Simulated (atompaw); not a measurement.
**Te: one change to a PAW (atompaw) potential, before and after**

tellurium, PAW, made with atompaw 4.2.0.5 (PBE, scalar-relativistic). Core [Kr] 4d10, reference 5s2 5p3.5 (charge +0.5). Waves: 5s (bound): rc 2.05 bohr; 5s channel at 2 Ry: rc 2.05 bohr; 5p (bound): rc 2.35 bohr; 5p channel at 2 Ry: rc 2.35 bohr. Local part: bessel scheme, radius 1.65 bohr. Core correction: smooth core density matched at 1.50 bohr. Augmentation charge: gaussian compensation charge, radius 1.70 bohr; PAW radius 2.35 bohr; waves and projectors: custom polynom vanderbiltortho.

Change: local potential bessel scheme, radius 1.36 bohr.

Cutoffs: the cutoffs (Ry, on a coarse ladder) from which the occupation-weighted sum of valence levels, in a spherical-Bessel basis at the reference potential, stays within 10 and 1 mRy of its value at 400 Ry; they do not see the model core or the augmentation charge, which bear on the density cutoff.

Problem. What does the change do?

Solution. The potential gets neither clearly harder nor softer (12 Ry and 18 Ry → 10 Ry and 21 Ry); the bound ghosts move from d to d, s; the range in which the s phases agree widens (upper end 3.6 → at the end of the scan). A state that the projectors do not describe sees the local part alone, so a deeper or shallower local part can create or remove a ghost.

| quantity | base | changed |
| --- | --- | --- |
| cutoff, loose | 12 Ry | 10 Ry |
| cutoff, tight | 18 Ry | 21 Ry |
| loose cutoff by channel (10 mRy a level) | s 8 Ry, p 6 Ry | s 6 Ry, p 6 Ry |
| bound ghosts | d | s, d |
| s: phases at 2.36 bohr within 0.05 rad from the reference energy up to (Ry; the scan ends near 5) | 3.6 | to the end of the scan |
| p: phases at 2.36 bohr within 0.05 rad from the reference energy up to (Ry; the scan ends near 5) | to the end of the scan | to the end of the scan |
| lowest overlap eigenvalue by channel | s 0.09, p 0.30 | s 0.02, p 0.23 |

 A true bound ghost makes a file unfit for plane-wave use even where its test errors are small: the radial tests pick states by their node count and pass the ghost by. The cutoffs see the waves, projectors and local potential, not the compensation charge or the core.
